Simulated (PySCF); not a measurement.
# Computed data sheet: `[AlH2-]1[Cl+][AlH2-][Cl+]1`

Al₂Cl₂H₄.
Numbering: `[AlH2-:1]1[Cl+:2][AlH2-:3][Cl+:4]1` (hydrogens: H5, H6 on Al1; H7, H8 on Al3)

Structure used (PBE0-D3(BJ)/def2-SVP), in Å, numbered top down from 1:
```
atom  x, y, z in Å
Al1    1.6143    0.3385   -0.0617
Cl2    0.0247   -0.3617   -1.5941
Al3   -1.6098   -0.3338    0.0494
Cl4   -0.0203    0.3665    1.5818
H5     2.5798   -0.8730    0.2286
H6     1.9958    1.8299   -0.3998
H7    -2.5754    0.8778   -0.2402
H8    -1.9911   -1.8254    0.3869
```

**PBE0-D3(BJ)/def2-SVP geometry optimisation, gas phase (PySCF)**

```
Point group                  : D2h
Rotational constants A, B, C : 2.862, 2.608, 1.427 GHz
```

From CAM-B3LYP/def2-SVPD ground state, ΔSCF and vertical TDDFT (core frozen in the response) (PySCF):

```
Dipole moment                                                     : 0.00 D
HOMO energy                                                       : -9.81 eV
LUMO energy                                                       : -0.13 eV
HOMO–LUMO gap                                                     : 9.68 eV
Lowest singlet excitation                                         : 6.48 eV (191 nm, f = 0.000)
Strongest line among the 10 lowest singlet transitions            : S6 at 8.02 eV (155 nm, f = 0.181)
Lowest triplet excitation (Tamm–Dancoff)                          : 6.09 eV
Static isotropic polarisability                                   : 80.6 au
Vertical ionisation energy                                        : 10.68 eV
Electronic spatial extent ⟨r²⟩ about the centre of nuclear charge : 805 bohr²
```

**B97-2/pcSseg-2 ground state and GIAO shieldings, non-relativistic (PySCF)**

```
1H chemical shifts (computed TMS as zero) by class          : 4.56 (H5/H6/H7/H8) ppm
Isotropic shieldings of nuclei other than C and H, by class : 424 (Al1/Al3), 929 (Cl2/Cl4) ppm
```

delta-SCF UKS SCAN, pcX-2 on the ionised atom, pcseg-1 elsewhere, spin-free X2C; 2p3/2 from a spin–orbit splitting computed afterwards within the 2p shell (PySCF):

```
Core binding energies : Cl2p3/2 206.7 (Cl2/Cl4), Al1s 1568.0 (Al1/Al3), Cl1s 2829.4 (Cl2/Cl4) eV
```

Monoisotopic mass from the formula: 127.9321 u.

With B = h/(8π²I), that is 505.379 GHz u Å² over I, the principal moments of inertia are 176.6, 193.8 and 354.1 u Å² (most abundant isotopes). No computed singlet falls in the visible range (750 to 380 nm, 1.65 to 3.26 eV); S1 lies 3.22 eV above its blue end. The rotational constants make it an asymmetric top with κ = (2B − A − C)/(A − C) = 0.65, nearer the oblate limit (+1). The vertical singlet–triplet gap S1 − T1 is 0.39 eV (TDDFT singlet less Tamm–Dancoff triplet; S1: HOMO→LUMO, weight 0.88; T1: HOMO→LUMO, weight 0.81). The polarisability is 11.95 Å³ as a volume (1 au = 0.148185 Å³), or 1.26 au for each of the 64 electrons. Point group D2h forbids a permanent dipole, so the rigid molecule has no electric-dipole pure rotational spectrum. The principal polarisabilities are 73.1, 78.5 and 90.4 au; their mean is the isotropic value.

